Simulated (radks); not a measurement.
Results of a calculation; reference values are marked as such.
Task: Species: Cu+. Configuration: [Ar] 3d7 4p3 (not the ground configuration). Code: a radial shooting solver on a logarithmic mesh with Libxc functionals. Model: non-relativistic Kohn-Sham, LDA (Slater exchange, Perdew-Wang correlation), spin-polarised, spherical densities, point nucleus; open shells are filled with parallel spins first. Some entries of the table are withheld. Estimate them.

orbital,occ.,eigenvalue (eV),r(max) (bohr)
1s up,1,-8764.341,0.03494
1s down,1,-8764.166,0.03494
2s up,1,-1076.361,0.2002
2s down,1,-1074.029,0.2001
2p up,3,-949.0685,0.1596
2p down,3,-947.2362,0.1595
3s up,1,-146.4260,(1)
3s down,1,-142.4534,(2)
3p up,3,-106.5469,0.6163
3p down,3,-102.6030,0.6177
3d up,5,-38.9136,0.5726
3d down,2,-34.9333,0.5764
4p up,3,-13.1027,(3)
4p down,0,-10.0593,(4)

Result: 
(1) 3s up r(max) (bohr): 0.6182
(2) 3s down r(max) (bohr): 0.6191
(3) 4p up r(max) (bohr): 2.171
(4) 4p down r(max) (bohr): 2.226
